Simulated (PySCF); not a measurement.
Job file and geometry (Å, from PBE0-D3(BJ)/def2-SVP) of an NMR shielding run on `InChI=1S/C3H14BOPSi2/c1-8(2,3)5-7-6-4/h6H,4,7H2,1-3H3`, GIAO PBE0/pcSseg-1 NMR shielding, non-relativistic, gas phase in PySCF; density fitting, a coarse starting grid and PySCF grid level 2 are the driver's defaults:

```
$ OMP_NUM_THREADS=1 python probes_run.py task.json out

{"job": {"kind": "nmr", "xc": "PBE0", "basis": "pcSseg-1"}, "charge": 0, "multiplicity": 1}
B      3.070431     1.332274    -0.241312
P      2.553423     0.156264    -1.569543
Si     1.571300    -1.603919    -0.562616
O      0.267736    -1.038466     0.253904
Si    -1.130597    -0.108218     0.313043
C     -1.186592     0.658384     2.016052
C     -1.064054     1.205455    -1.018292
C     -2.574893    -1.265115     0.032190
H      4.105431     1.946039    -0.328169
H      2.283146     1.574061     0.642270
H      3.735468    -0.357470    -2.166849
H      2.487319    -2.290767     0.392025
H      1.192912    -2.571778    -1.637805
H     -2.097776     1.262082     2.152827
H     -0.316170     1.314549     2.173669
H     -1.171334    -0.118538     2.796017
H     -1.981499     1.815892    -0.997435
H     -0.204948     1.879080    -0.876434
H     -0.977909     0.760039    -2.021770
H     -2.505935    -1.743972    -0.957500
H     -3.535139    -0.727615     0.081039
H     -2.591215    -2.061297     0.792677
```

Problem. Write the output of this run.

Solution. 
```
coarse grid: 18984 points
cycle   1  E = -1142.3532777145  dE =  3.443e-01  |g| = 8.723e-01  |ddm| = 4.099e+00
cycle   2  E = -1142.1308498760  dE =  2.224e-01  |g| = 1.370e+00  |ddm| = 1.883e+00
cycle   3  E = -1142.5013629699  dE = -3.705e-01  |g| = 1.938e-01  |ddm| = 1.391e+00
cycle   4  E = -1142.5091971950  dE = -7.834e-03  |g| = 4.009e-02  |ddm| = 1.841e-01
cycle   5  E = -1142.5095790727  dE = -3.819e-04  |g| = 8.196e-03  |ddm| = 3.862e-02
cycle   6  E = -1142.5095971621  dE = -1.809e-05  |g| = 2.358e-03  |ddm| = 1.331e-02
cycle   7  E = -1142.5095984839  dE = -1.322e-06  |g| = 6.006e-04  |ddm| = 3.183e-03
final grid: 167032 points
cycle   8  E = -1142.5645247765  dE = -3.459e-05  |g| = 1.029e-02  |ddm| = 2.998e-02
cycle   9  E = -1142.5645047589  dE =  2.002e-05  |g| = 1.452e-02  |ddm| = 1.769e-02
cycle  10  E = -1142.5645472335  dE = -4.247e-05  |g| = 1.788e-03  |ddm| = 1.106e-02
cycle  11  E = -1142.5645478738  dE = -6.402e-07  |g| = 1.691e-04  |ddm| = 1.556e-03
cycle  12  E = -1142.5645478807  dE = -6.939e-09  |g| = 6.758e-05  |ddm| = 2.967e-04
cycle  13  E = -1142.5645478820  dE = -1.341e-09  |g| = 2.610e-05  |ddm| = 1.290e-04
cycle  14  E = -1142.5645478823  dE = -2.251e-10  |g| = 4.967e-06  |ddm| = 3.339e-05
converged SCF energy = -1142.5645478823

GIAO shielding tensors (ppm)
atom      isotropic    diamagn.    paramagn.     s11        s22        s33       span
  0 B       16.637     199.479    -182.843    -88.948     -4.646    143.505    232.453
  1 P      442.306     972.050    -529.744    298.280    464.044    564.596    266.316
  2 Si     383.359     880.067    -496.708    342.399    350.860    456.819    114.421
  3 O      291.095     403.834    -112.739    238.881    305.921    328.485     89.604
  4 Si     327.777     882.195    -554.419    313.083    320.014    350.232     37.149
  5 C      182.755     257.115     -74.360    174.366    183.225    190.672     16.306
  6 C      180.353     258.820     -78.467    173.126    182.617    185.316     12.191
  7 C      182.920     255.850     -72.930    174.850    183.078    190.832     15.982
  8 H       22.726      29.221      -6.495     15.274     26.099     26.806     11.532
  9 H       22.967      32.362      -9.395     14.528     25.754     28.620     14.092
 10 H       27.683      29.528      -1.846     23.243     24.847     34.958     11.715
 11 H       25.609      28.978      -3.369     21.644     24.375     30.808      9.164
 12 H       25.765      29.311      -3.546     22.007     24.479     30.808      8.801
 13 H       31.383      30.192       1.191     27.327     28.570     38.252     10.926
 14 H       30.748      33.060      -2.312     26.134     29.151     36.958     10.825
 15 H       30.886      30.983      -0.098     26.975     28.355     37.327     10.352
 16 H       31.306      31.236       0.069     27.159     28.444     38.314     11.156
 17 H       30.870      34.851      -3.980     26.992     29.230     36.390      9.398
 18 H       30.836      33.412      -2.576     27.340     28.823     36.346      9.006
 19 H       30.953      31.398      -0.445     26.711     29.086     37.062     10.351
 20 H       31.359      29.438       1.922     27.340     28.536     38.203     10.863
 21 H       30.949      30.166       0.783     27.049     28.419     37.380     10.331
```

Size and cost of the density-fitted run: 227 basis functions, 55 s wall time on 1 thread of an Arm Neoverse V1, shared host; peak memory 1.1 GiB.
